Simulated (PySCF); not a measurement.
## Input and output of a scripted DFT run

The script drives PySCF SCF with an in-house response code with single-precision fitted integrals, so total energies wander by about 1e-6 Eh between cycles (the fitting error itself is about 1e-3 Eh and cancels in differences); atoms count from 0. Pop asks for populations, which are stored and not printed.

Job and coordinates (Å):

```
{"job": {"kind": "nmr", "basis": "pcSseg-1", "pop": false, "xc": "PBE"}, "charge": 0, "multiplicity": 1}
C     -3.426155    -2.291499    -0.442818
C     -3.757359    -1.160230    -1.120932
B     -2.838951     0.049025    -1.019389
C     -3.034508     1.446646    -1.592286
C     -2.184003     2.423136    -1.212412
N     -1.059594     2.203153    -0.449985
C     -0.384816     3.293005     0.035772
C      0.697358     3.179686     0.830022
C      1.315068     1.904865     0.995927
C      2.530030     1.754671     1.702137
C      3.177499     0.559492     1.713955
C      2.724641    -0.508280     0.900266
C      3.503627    -1.669018     0.731592
C      3.142876    -2.631134    -0.171120
C      1.998065    -2.451996    -0.957472
C      1.195100    -1.358251    -0.778694
C      1.505017    -0.378822     0.186600
C      0.716223     0.802234     0.373837
C     -0.642414     0.925768    -0.106073
C     -1.561034    -0.125153    -0.190692
C     -1.371370    -1.354818     0.497891
C     -2.270553    -2.369363     0.377382
H     -4.056149    -3.173898    -0.480569
H     -4.683292    -1.165265    -1.684784
H     -3.859236     1.744739    -2.225231
H     -2.326930     3.464743    -1.476886
H     -0.806731     4.252955    -0.222626
H      1.153056     4.055321     1.262364
H      2.925525     2.608424     2.233154
H      4.085518     0.427485     2.284527
H      4.412393    -1.767540     1.308100
H      3.751993    -3.512615    -0.304713
H      1.751319    -3.181052    -1.714694
H      0.326969    -1.223104    -1.404222
H     -0.539677    -1.474152     1.181079
H     -2.115853    -3.277406     0.945670
```

Command:

```bash
OMP_NUM_THREADS=1 python large_run.py task.json out
```

Question: What does the program print?

Answer: 
```
start: PBE on a coarse grid of 30582 points
cycle   1  E = -848.5144188810  dE =  3.882e+00  |g| = 1.021e+00  |ddm| = 6.815e+00
cycle   2  E = -845.3277630904  dE =  3.187e+00  |g| = 3.044e+00  |ddm| = 5.055e+00
cycle   3  E = -848.5031604427  dE = -3.175e+00  |g| = 9.347e-01  |ddm| = 4.789e+00
cycle   4  E = -848.8098391084  dE = -3.067e-01  |g| = 2.194e-01  |ddm| = 1.625e+00
cycle   5  E = -848.8016434257  dE =  8.196e-03  |g| = 2.790e-01  |ddm| = 5.394e-01
cycle   6  E = -848.8227168503  dE = -2.107e-02  |g| = 5.551e-02  |ddm| = 3.332e-01
cycle   7  E = -848.8234700883  dE = -7.532e-04  |g| = 2.539e-02  |ddm| = 8.699e-02
cycle   8  E = -848.8236418850  dE = -1.718e-04  |g| = 9.192e-03  |ddm| = 4.293e-02
final grid: 285308 points
cycle   9  E = -848.9998576798  dE =  8.051e-05  |g| = 3.454e-02  |ddm| = 1.914e-01
cycle  10  E = -848.9972396648  dE =  2.618e-03  |g| = 9.839e-02  |ddm| = 1.778e-01
cycle  11  E = -849.0001372129  dE = -2.898e-03  |g| = 1.694e-02  |ddm| = 1.405e-01
cycle  12  E = -849.0002122927  dE = -7.508e-05  |g| = 3.963e-03  |ddm| = 2.182e-02
cycle  13  E = -849.0002160860  dE = -3.793e-06  |g| = 1.170e-03  |ddm| = 6.124e-03
cycle  14  E = -849.0002174494  dE = -1.363e-06  |g| = 4.485e-04  |ddm| = 1.908e-03
cycle  15  E = -849.0002181940  dE = -7.446e-07  |g| = 1.286e-04  |ddm| = 5.941e-04
cycle  16  E = -849.0002171921  dE =  1.002e-06  |g| = 6.544e-05  |ddm| = 2.271e-04
converged SCF energy = -849.0002171921

GIAO shielding tensors (ppm)
atom      isotropic    diamagn.    paramagn.     s11        s22        s33       span
  0 C       37.873     252.227    -214.354    -74.882     28.112    160.390    235.273
  1 C       42.606     260.147    -217.541    -77.686     27.926    177.578    255.264
  2 B       73.329     192.679    -119.350     32.394     40.939    146.654    114.260
  3 C       46.175     259.121    -212.946    -79.461     40.691    177.295    256.756
  4 C       48.275     245.973    -197.698    -44.217     69.813    119.229    163.446
  5 N       54.719     337.937    -283.217    -46.934     -9.617    220.710    267.644
  6 C       48.886     248.479    -199.593    -33.265     61.795    118.128    151.393
  7 C       64.939     254.013    -189.074    -24.142     68.867    150.092    174.234
  8 C       50.472     254.030    -203.558    -23.766     -4.526    179.708    203.475
  9 C       56.887     249.904    -193.017    -36.534     51.932    155.264    191.798
 10 C       47.473     249.877    -202.404    -48.613     38.574    152.458    201.071
 11 C       48.237     253.191    -204.954    -23.182    -17.336    185.229    208.411
 12 C       51.770     245.838    -194.068    -44.076     44.735    154.651    198.727
 13 C       51.618     254.598    -202.979    -52.076     35.746    171.186    223.263
 14 C       52.803     252.764    -199.960    -51.581     38.878    171.112    222.693
 15 C       50.361     253.527    -203.166    -46.917     23.429    174.571    221.488
 16 C       48.095     256.096    -208.001    -26.536     -9.626    180.448    206.983
 17 C       56.315     256.082    -199.767    -20.070     18.930    170.086    190.156
 18 C       37.514     258.764    -221.250    -46.219     25.931    132.830    179.049
 19 C       46.113     263.824    -217.711    -59.194      1.446    196.086    255.281
 20 C       47.041     258.261    -211.220    -49.034     29.882    160.274    209.308
 21 C       52.263     255.310    -203.047    -49.316     46.575    159.529    208.844
 22 H       23.486      27.941      -4.455     19.773     23.936     26.751      6.978
 23 H       23.571      28.702      -5.131     20.883     22.292     27.539      6.656
 24 H       23.472      28.613      -5.142     20.661     22.293     27.461      6.800
 25 H       23.236      28.966      -5.729     16.181     25.135     28.393     12.212
 26 H       23.752      29.382      -5.629     17.353     25.611     28.293     10.940
 27 H       24.457      31.593      -7.135     19.635     25.777     27.960      8.325
 28 H       23.803      31.270      -7.467     18.654     24.945     27.809      9.155
 29 H       23.434      31.338      -7.904     18.611     24.206     27.485      8.875
 30 H       23.591      30.690      -7.099     18.882     24.238     27.653      8.772
 31 H       23.896      28.284      -4.388     19.899     25.205     26.583      6.684
 32 H       24.140      32.060      -7.920     19.580     24.138     28.701      9.121
 33 H       22.946      36.485     -13.540     15.140     22.098     31.600     16.460
 34 H       23.840      37.112     -13.272     17.686     22.084     31.752     14.067
 35 H       24.506      32.669      -8.163     20.363     23.804     29.351      8.988
```

The run took 98 s of wall time on 1 thread of Intel Xeon Platinum 8259CL @ 2.50GHz (shared host), peak memory 0.7 GiB.
